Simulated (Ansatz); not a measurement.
Reaction (redistribution): `[Cl][Sn][Cl]` + `CC(C)[Si]F` → `C[CH](C)[Sn][Cl]` + `F[Si]Cl`

Calculated with Ansatz (gas phase, PBE0-D4/def2-TZVP geometries, no zero-point term in ΔE). CCSD(T)/CBS adds triple-zeta CCSD(T) − MP2 to the extrapolated MP2 energy (def2 sets, frozen cores). This one scheme is used for every species. DFT in def2-TZVPP. B3LYP here is the variant with VWN-RPA as its local correlation; programs differ in this. HSE06 is defined as in plane-wave codes. Elements past krypton have def2 core potentials. For Sn outer-core shells are correlated without core-valence functions, which leaves a few kJ/mol of doubt a bond. Each species was taken in one conformer, which may not be the lowest.

`[Cl][Sn][Cl]`:

Z-matrix (Å, degrees):
```
Sn
Cl 1 2.363
Cl 1 2.363 2 98.4
```

`CC(C)[Si]F`:

```xyz
12

C    -0.105    0.050   -1.334
C    -0.050   -0.589    0.048
C    -0.630    0.335    1.128
Si    1.694   -1.035    0.660
F     2.447    0.361    0.317
H     0.268   -0.621   -2.113
H     0.497    0.961   -1.367
H    -1.132    0.321   -1.602
H    -0.629   -1.523    0.047
H    -1.689    0.537    0.938
H    -0.564   -0.094    2.135
H    -0.107    1.295    1.142
```

`C[CH](C)[Sn][Cl]`:

Z-matrix (Å, degrees):
```
C
C 1 1.522
H 1 1.097 2 110.9
H 1 1.095 2 112.7 3 -119.8
H 1 1.094 2 111.1 3 119.3
C 2 1.522 1 111.8 3 -57.9
Sn 2 2.206 1 110.7 3 178.1
H 2 1.098 1 109.3 3 63.2
H 6 1.097 2 110.9 1 58.0
H 6 1.094 2 111.1 1 -61.3
H 6 1.095 2 112.7 1 177.8
Cl 7 2.384 2 94.4 1 62.2
```

`F[Si]Cl`:

Cartesian coordinates in Å:
```
F 1.132 -0.629 0.466
Si 0.270 -0.031 -0.746
Cl -1.402 0.660 0.279
```

(1) Is it downhill or uphill in electronic energy at CCSD(T)/CBS, and by how much? (Estimate.)

(2) What do these levels give: BLYP-D4, r2SCAN-D4, B3LYP-D4, HSE06-D4, PBE, revPBE? (Best estimate.)

Largest T1 diagnostic among the species: 0.014.

Results:

(1) Computed: Uphill: ΔE = +1.8 kcal/mol.

(2) Ansatz gave: BLYP-D4 2.8, r2SCAN-D4 3.3, B3LYP-D4 3.1, HSE06-D4 2.8, PBE 3.3, revPBE 3.6 kcal/mol.

Leaving LDA and LC-ωPBE aside and taking each functional with its dispersion term where it has one, the values, not all of them listed here, spread over 2.4 kcal/mol, from ωB97M-V to B97M-V. LDA lies −1.0 kcal/mol from PBE without D4. In def2-TZVPP, CCSD(T) changes the Hartree–Fock value by −4.9 kcal/mol (the triples alone add −0.7 kcal/mol) and MP2 by −5.7 kcal/mol.
